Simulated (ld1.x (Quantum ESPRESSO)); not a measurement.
Tc: variants of one PAW potential

Base potential:

technetium (Tc), PAW, made with ld1.x (Quantum ESPRESSO) 7.5 (PBE, scalar-relativistic). Core [Ar] 3d10, reference 4s2 4p6 4d5 5s2 5p0. Waves: 4s (bound): rcut 1.35, rcutus 1.70 bohr; 5s (bound): rcut 1.35, rcutus 1.70 bohr; 4p (bound): rcut 1.55, rcutus 1.80 bohr; 5p (bound, empty): rcut 1.55, rcutus 1.80 bohr; 4d (bound): rcut 1.70, rcutus 2.15 bohr; 4d channel at 0.25 Ry: rcut 1.70, rcutus 2.15 bohr. Local part: all-electron potential smoothed inside 1.60 bohr (lloc = -1). Core correction: Bessel-smoothed model core inside 1.20 bohr. Augmentation charge: PSQ, inside the norm-conserving radii.

All-electron outer shells of the reference configuration (PBE, scalar-relativistic, ld1.x):

| shell | level (eV) | outermost node (bohr) | outermost maximum (bohr) |
| --- | --- | --- | --- |
| 3p | -415.98 | 0.16 | 0.36 |
| 3d | -249.88 | – | 0.31 |
| 4s | -73.38 | 0.50 | 0.95 |
| 4p | -45.34 | 0.51 | 1.03 |
| 4d | -6.66 | 0.50 | 1.27 |
| 5s | -5.04 | 1.28 | 2.72 |
| 5p | -1.40 | 1.45 | 3.67 |

Cutoffs, loose and tight: the cutoffs (Ry, on a coarse ladder) from which the occupation-weighted sum of valence levels, in a spherical-Bessel basis at the reference potential, stays within 10 and 1 mRy of its value at 400 Ry. They do not see the model core or the augmentation charge, which bear on the density cutoff. Test errors are all-electron minus pseudo excitation energies from the reference, over the configurations 4s2 4p6 4d5 5s1 5p0; 4s2 4p6 4d5 5s0 5p0; 4s2 4p6 4d4 5s0 5p0; 4s2 4p6 4d6 5s1 5p0; 4s2 4p5 4d5 5s2 5p0; 4s2 4p6 4d4 5s2 5p1; 4s2 4p6 4d5 5s0 5p1. A dash means not determined; rows that change the core or the reference have their own tests.

Cutoffs are not given where the Bessel-basis levels miss the radial ones by over 6 mRy, ghosts where they miss by over 20 mRy; a channel whose overlap is not positive is not tested.

A file whose overlap is not positive is unfit for use, and its test errors describe a broken file.

```tsv
change	outcome	bound ghosts	largest test error (meV)
base	generated, overlap not positive	not determined (overlap not positive)	-3.5
wave 4d channel at 0.25 Ry: rcut 1.70, rcutus 2.15 bohr becomes 4d channel at -0.35 Ry: rcut 1.70, rcutus 2.15 bohr	generated, overlap not positive	not determined (overlap not positive)	-14
wave 4d channel at 0.25 Ry: rcut 1.70, rcutus 2.15 bohr becomes 4d channel at -0.26 Ry: rcut 1.70, rcutus 2.15 bohr	generated, overlap not positive	not determined (overlap not positive)	-13
wave 4d channel at 0.25 Ry: rcut 1.70, rcutus 2.15 bohr becomes 4d channel at 0.48 Ry: rcut 1.70, rcutus 2.15 bohr	generated, overlap not positive	not determined (overlap not positive)	-3.4
wave 4d channel at 0.25 Ry: rcut 1.70, rcutus 2.15 bohr becomes 4d channel at 2.38 Ry: rcut 1.70, rcutus 2.15 bohr	generated, overlap not positive	not determined (overlap not positive)	-255
```

Q: What comes out with this change to the base: wave 4d channel at 0.25 Ry: rcut 1.70, rcutus 2.15 bohr becomes 4d channel at 1.14 Ry: rcut 1.70, rcutus 2.15 bohr?

A: outcome: generated, overlap not positive; bound ghosts: not determined (overlap not positive); largest test error (meV): +264. A file whose overlap is not positive is unfit for use, and its test errors describe a broken file.

Q: What comes out with this change to the base: wave 4d channel at 0.25 Ry: rcut 1.70, rcutus 2.15 bohr becomes 4d channel at 6.56 Ry: rcut 1.70, rcutus 2.15 bohr?

A: outcome: generated, overlap not positive; bound ghosts: not determined (overlap not positive); largest test error (meV): +5.0. A file whose overlap is not positive is unfit for use, and its test errors describe a broken file.

Q: What comes out with this change to the base: wave 4d channel at 0.25 Ry: rcut 1.70, rcutus 2.15 bohr becomes 4d channel at 0.08 Ry: rcut 1.70, rcutus 2.15 bohr?

A: outcome: generated, overlap not positive; bound ghosts: not determined (overlap not positive); largest test error (meV): -7.7. A file whose overlap is not positive is unfit for use, and its test errors describe a broken file.
